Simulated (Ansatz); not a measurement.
`[CH3][Ge]([CH3])([CH3])[NH2]`. Total charge 0; spin multiplicity 1. Geometry: relaxed with PBE0-D4/def2-TZVP. It is one conformer, not always the lowest.

```xyz
16

C     1.427    1.225   -0.203
Ge   -0.067   -0.043   -0.103
C    -1.520    0.722    0.950
C     0.549   -1.742    0.632
N    -0.793   -0.439   -1.760
H     1.098    2.170   -0.640
H     1.829    1.429    0.792
H     2.231    0.822   -0.822
H    -2.354    0.021    1.004
H    -1.185    0.948    1.964
H    -1.878    1.649    0.497
H    -0.277   -2.452    0.678
H     0.950   -1.604    1.638
H     1.337   -2.168    0.008
H    -1.194    0.356   -2.239
H    -0.152   -0.894   -2.396
```

**Question.** What is the dipole moment at PBE/def2-TZVPP? (Best estimate.)

**Answer.** The calculation gave: 0.91 D, with components (0.69, 0.59, -0.14) D in this frame, pointing from negative to positive charge.

**Question.** And with r2SCAN, B3LYP, ωB97M-V? (Best estimate.)

**Answer.** The calculation gave: r2SCAN 0.96 D, B3LYP 0.97 D, ωB97M-V 0.99 D.

**Question.** Give the Mulliken charges with PBE, r2SCAN, B3LYP in def2-TZVPP. (Best estimate.)

**Answer.** Ansatz gave: 
```json
{"atom": "C1", "PBE": "-0.38", "r2SCAN": "-0.30", "B3LYP": "-0.39"}
{"atom": "Ge2", "PBE": "0.41", "r2SCAN": "0.45", "B3LYP": "0.49"}
{"atom": "C3", "PBE": "-0.37", "r2SCAN": "-0.30", "B3LYP": "-0.38"}
{"atom": "C4", "PBE": "-0.37", "r2SCAN": "-0.30", "B3LYP": "-0.38"}
{"atom": "N5", "PBE": "-0.40", "r2SCAN": "-0.46", "B3LYP": "-0.42"}
{"atom": "H6", "PBE": "0.09", "r2SCAN": "0.07", "B3LYP": "0.09"}
{"atom": "H7", "PBE": "0.09", "r2SCAN": "0.07", "B3LYP": "0.09"}
{"atom": "H8", "PBE": "0.09", "r2SCAN": "0.07", "B3LYP": "0.09"}
{"atom": "H9", "PBE": "0.11", "r2SCAN": "0.08", "B3LYP": "0.11"}
{"atom": "H10", "PBE": "0.10", "r2SCAN": "0.07", "B3LYP": "0.10"}
{"atom": "H11", "PBE": "0.09", "r2SCAN": "0.07", "B3LYP": "0.09"}
{"atom": "H12", "PBE": "0.11", "r2SCAN": "0.08", "B3LYP": "0.11"}
{"atom": "H13", "PBE": "0.10", "r2SCAN": "0.07", "B3LYP": "0.10"}
{"atom": "H14", "PBE": "0.09", "r2SCAN": "0.07", "B3LYP": "0.09"}
{"atom": "H15", "PBE": "0.12", "r2SCAN": "0.13", "B3LYP": "0.11"}
{"atom": "H16", "PBE": "0.12", "r2SCAN": "0.13", "B3LYP": "0.11"}
```

B3LYP here is the variant with VWN-RPA as its local correlation; programs differ in this.
